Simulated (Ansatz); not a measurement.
`[F][In]([Cl])[Cl]`, relaxed with RKS PBE-D4/def2-SVP in Ansatz from a rough embedded geometry. The force threshold is 0.03 eV/Å; the program also tests the step.

Total charge 0; spin multiplicity 1. In takes the def2 core potential.

Start:

```xyz
4

F     0.769    0.869   -1.330
In    0.198   -0.257    0.284
Cl   -1.230   -1.911   -0.970
Cl    0.263    1.299    2.017
```

(1) By how much does the energy fall, and how many steps does the optimiser take? (Best estimate.)

(2) Which bonds change most? (Estimate.)

(3) Give the relaxed structure. (Best estimate.)

## Answers

(1) Computed: 0.68 eV, in 4 steps.

(2) Computed: In2–Cl3 from 2.519 to 2.336 Å; F1–In2 from 2.049 to 1.963 Å; In2–Cl4 from 2.330 to 2.336 Å.

(3) Computed: 
```xyz
4

F     1.003    0.930   -1.496
In    0.032    0.029   -0.048
Cl   -1.175   -1.906   -0.554
Cl    0.140    0.947    2.098
```
